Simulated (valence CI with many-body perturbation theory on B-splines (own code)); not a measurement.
## Energy levels of Sm XIII

Level of theory: valence CI with perturbative core correlation (CI+MBPT): four valence electrons over a frozen Dirac-Fock core [Kr] 4d10, radial functions for each j: 8 s, 8 p, 9 d, 9 f, 6 g, 3 h, 2 i, with the one-electron correlation potential Σ1 (screened to all orders), the two-electron term Σ2, the three-electron term Σ3, Breit, model QED; selected single and double excitations, second order for the rest, scaled by the run's own slope (own B-spline code, finite nucleus).

No measured spectrum was set against this ion. As an estimate, terms of the open shell hold to a few per cent of their energy, and close levels can change places; configurations with another count of f electrons can be misplaced by thousands of cm⁻¹. Core correlation moves these levels by up to 34000 cm⁻¹, and in measured spectra 5 to 20 % of such shifts remained as error; rates that hang on mixing are uncertain with them.

Levels 46 to 71 of 71, with energies above the lowest level, 4f²5s² ³H_4. "Leading %" is the weight of the configuration and term that name the level; weights of strongly mixed levels are sums over their largest components and can fall short. In the jj column 3d3/2^4 stands for four electrons in 3d with j = 3/2. Lifetimes count E1, E2, E3, M1 and M2 decay at the calculated energies, and are blank where another channel may lead or the interval is too uncertain; long ones can be off by a factor of two.

| No. | Configuration | Term | J | E (eV) | Leading % | Lifetime | Leading jj |
| --- | --- | --- | --- | --- | --- | --- | --- |
| 46 | 4f³5s | ³G° | 5 | 14.143 | 50 | 7.68 μs | 4f7/2^3 5s (68 %) |
| 47 | 4f³5s | ³P° | 2 | 14.155 | 41 | 6.20 μs | 4f5/2 4f7/2^2 5s (49 %) |
| 48 | 4f³5s | ³S° | 1 | 14.306 | 43 | 4.84 μs | 4f5/2 4f7/2^2 5s (75 %) |
| 49 | 4f³5s | ³P° | 0 | 14.412 | 85 | 9.92 μs | 4f5/2^2 4f7/2 5s (66 %) |
| 50 | 4f³5s | ³D° | 3 | 14.614 | 88 | 7.61 μs | 4f5/2 4f7/2^2 5s (78 %) |
| 51 | 4f³5s | ³P° | 1 | 14.677 | 52 | 5.80 μs | 4f5/2^2 4f7/2 5s (44 %) |
| 52 | 4f5s²5p | ³G | 3 | 14.697 | 64 | 207 μs | 4f5/2 5s^2 5p1/2 (97 %) |
| 53 | 4f³5s | ¹K° | 7 | 14.799 | 80 | 11.1 μs | 4f5/2^2 4f7/2 5s (66 %) |
| 54 | 4f³5s | ¹G° | 4 | 14.814 | 43 | 18.3 μs | 4f7/2^3 5s (59 %) |
| 55 | 4f³5s | ³G° | 3 | 14.854 | 96 | 6.96 μs | 4f5/2^2 4f7/2 5s (50 %) |
| 56 | 4f³5s | ³D° | 2 | 14.902 | 51 | 6.94 μs | 4f5/2 4f7/2^2 5s (40 %) |
| 57 | 4f³5s | ⁵D° | 2 | 15.167 | 79 | 8.56 μs | 4f5/2^2 4f7/2 5s (64 %) |
| 58 | 4f³5s | ⁵D° | 1 | 15.214 | 80 | 11.3 μs | 4f5/2^2 4f7/2 5s (47 %) |
| 59 | 4f³5s | ⁵D° | 3 | 15.228 | 85 | 12.6 μs | 4f5/2^2 4f7/2 5s (62 %) |
| 60 | 4f³5s | ³G° | 4 | 15.251 | 84 | 8.59 μs | 4f5/2 4f7/2^2 5s (49 %) |
| 61 | 4f5s²5p | ³F | 2 | 15.259 | 60 | 548 μs | 4f5/2 5s^2 5p1/2 (95 %) |
| 62 | 4f³5s | ⁵D° | 0 | 15.267 | 85 | 24.1 μs | 4f5/2 4f7/2^2 5s (66 %) |
| 63 | 4f³5s | ³G° | 5 | 15.526 | 54 | 7.01 μs | 4f5/2^2 4f7/2 5s (61 %) |
| 64 | 4f³5s | ⁵D° | 4 | 15.589 | 98 | 49.9 μs | 4f5/2 4f7/2^2 5s (69 %) |
| 65 | 4f³5s | ¹D° | 2 | 15.621 | 75 | 2.77 μs | 4f5/2 4f7/2^2 5s (54 %) |
| 66 | 4f³5s | ³I° | 6 | 15.666 | 81 | 2.94 μs | 4f5/2^2 4f7/2 5s (60 %) |
| 67 | 4f³5s | ³I° | 5 | 15.670 | 58 | 6.11 μs | 4f5/2 4f7/2^2 5s (73 %) |
| 68 | 4f5s²5p | ³F | 3 | 15.680 | 39 | 494 μs | 4f7/2 5s^2 5p1/2 (96 %) |
| 69 | 4f³5s | ¹P° | 1 | 15.739 | 77 | 4.75 μs | 4f7/2^3 5s (53 %) |
| 70 | 4f³5s | ³L° | 7 | 15.779 | 82 | 24.9 μs | 4f5/2 4f7/2^2 5s (50 %) |
| 71 | 4f³5s | ³L° | 8 | 15.841 | 94 | 205 ms | 4f5/2 4f7/2^2 5s (61 %) |

Names give the largest LS component (configuration and term), which can be under half, so a name can repeat, a term be missing and a line seem to break the LS rules; names also repeat where a configuration has a term twice.

Where two levels of one J and parity lie close, their mixing, g and order are uncertain.
